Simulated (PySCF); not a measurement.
How the method changes the constants of InO

State: ²Π (doublet), unpaired electrons π ↑. Set-up: basis In def2-SVPD with ECP28, O def2-SVPD; scalar-relativistic core potentials; PySCF 2.14. De refers to In + O in their high-spin ground configurations, without counterpoise correction. The functionals are run spin-unrestricted. A positive dipole means In(−)O(+).

| Level | Re (Å) | ωe (cm⁻¹) | De (eV) | μ (D) | CPU s a point (SCF and correlation, without the integrals) |
| --- | --- | --- | --- | --- | --- |
| UHF | 2.103 | 515 | 1.76 | -3.22 | 0.12 |
| UHF-MP2 | 2.125 | 495 | 3.42 | n/a | 0.2 |
| UHF-SCS-MP2 | 2.128 | 492 | 3.34 | n/a | n/a |
| UHF-CCSD | 2.126 | 493 | 3.18 | n/a | n/a |
| UHF-CCSD(T) | 2.133 | 486 | 3.30 | n/a | 5.7 |
| PBE | 2.151 | 463 | 3.82 | -3.17 | 0.37 |
| PBEsol | 2.130 | 479 | 3.99 | -3.01 | 0.25 |
| r²SCAN | 2.121 | 490 | 3.64 | -3.02 | 0.64 |
| M06-L | 2.137 | 482 | 3.81 | -3.18 | 0.46 |
| PBE0 | 2.122 | 490 | 3.46 | -3.21 | 0.61 |
| M06-2X | 2.124 | 494 | 3.37 | -3.44 | 0.59 |
| ωB97X | 2.116 | 500 | 3.66 | -3.27 | 0.49 |

Problem. Which functional lies closest to UHF-CCSD(T) in De, which farthest, and by how much do they differ from it?

Solution. Closest is M06-2X (-0.9 pm in Re, +1.6 % in ωe, +0.07 eV in De against UHF-CCSD(T) in the same basis), farthest PBEsol (-0.3 pm in Re, -1.4 % in ωe, +0.69 eV in De). CCSD(T) converges more slowly with the basis than the functionals do and binds too weakly in this one, so the order can change at the basis-set limit.

Problem. What does a quarter of exact exchange do here, going from PBE to PBE0?

Solution. PBE0 less PBE: -2.9 pm in Re, +5.8 % in ωe, -0.36 eV in De. Exact exchange removes part of the self-interaction that spreads semilocal densities, and in most molecules shortens and stiffens the bond and lowers De; so it does here.

Problem. What does the step from GGA to meta-GGA do here, going from PBE to r²SCAN?

Solution. r²SCAN less PBE: -3.0 pm in Re, +5.8 % in ωe, -0.18 eV in De. 

Correlated steps freeze 5 core orbitals. Correlated levels converge slowly with the basis: in double zeta they bind strong bonds too weakly, by up to about 1 eV, and carry superposition errors of some tenths. These are scalar-relativistic numbers at best; spin–orbit coupling would shift them, the dissociation energy most. The state was picked by a PBE0 search and need not be the measured ground state.

The whole job (state search and all levels along the bond) took about 1.7 min on 1 thread of Intel Xeon 6975P-C (shared host), peak memory 0.71 GiB.
